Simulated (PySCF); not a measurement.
Do core-level shifts follow atomic charges?

Species: C5H15AlS.
Cartesian coordinates in Å at the PBE0-D3(BJ)/def2-SVP level; atoms count from 1:
```
atom  x, y, z in Å
C1    -3.335    1.035   -0.219
C2    -2.231    0.119   -0.722
C3    -0.997    0.135    0.173
C4     0.098   -0.778   -0.349
S5     1.543   -0.745    0.755
C6     2.665   -1.846   -0.132
Al7    2.575    1.414    0.136
H8    -2.990    2.079   -0.161
H9    -3.670    0.741    0.788
H10   -4.212    1.009   -0.883
H11   -1.938    0.416   -1.744
H12   -2.611   -0.915   -0.802
H13   -0.609    1.165    0.250
H14   -1.275   -0.170    1.197
H15    0.436   -0.465   -1.350
H16   -0.245   -1.824   -0.401
H17    2.828   -1.479   -1.156
H18    2.252   -2.864   -0.143
H19    3.618   -1.838    0.414
H20    1.634    2.455    0.906
H21    4.045    1.119    0.706
H22    2.353    1.241   -1.451
```

Binding energies: delta-SCF UKS SCAN, pcX-2 on the ionised atom, pcseg-1 elsewhere, spin-free X2C (PySCF). Charges: PBE0/pcSseg-1 ground-state density, for the ionised atom.

```
atom                 environment  C 1s (eV)  Mulliken (e)  IAO (e)  Hirshfeld (e)  ESP (e)
  C1               methyl carbon     290.77        -0.270   -0.408         -0.111   -0.334
  C2            chain CH2 carbon     290.86        -0.283   -0.240         -0.059   +0.174
  C3            chain CH2 carbon     290.92        -0.255   -0.248         -0.065   -0.047
  C4  sp3 carbon bound to sulfur     291.60        -0.334   -0.327         -0.054   -0.436
  C6             S-methyl carbon     291.78        -0.370   -0.499         -0.098   -0.456
```

Question: How well does each charge scheme correlate with the binding energies over these sites?

Answer: Hirshfeld: r = 0.03, slope 0.6 eV per e; IAO: r = -0.57, slope -2.4 eV per e; ESP: r = -0.69, slope -1.2 eV per e; Mulliken: r = -0.95, slope -9.2 eV per e. On 5 points no scheme stands out.

Question: The point-charge model writes a binding energy as kq + V + constant, with V the potential of the other atoms' charges at the site. What does it give with the ESP charges?

Answer: V = Σ 14.40 eV Å × q/r over all other atoms: +4.63 eV at C1, -2.09 eV at C2, +0.80 eV at C3, +5.75 eV at C4, +6.89 eV at C6. Fitting binding energy − V to q gives k = 12.4 eV per e and leaves an rms residual of 0.32 eV, against 0.30 eV for the fit on q alone. The model has no term for differences in relaxation between sites.

Isolated species at its PBE0-D3(BJ)/def2-SVP geometry (one conformer only).
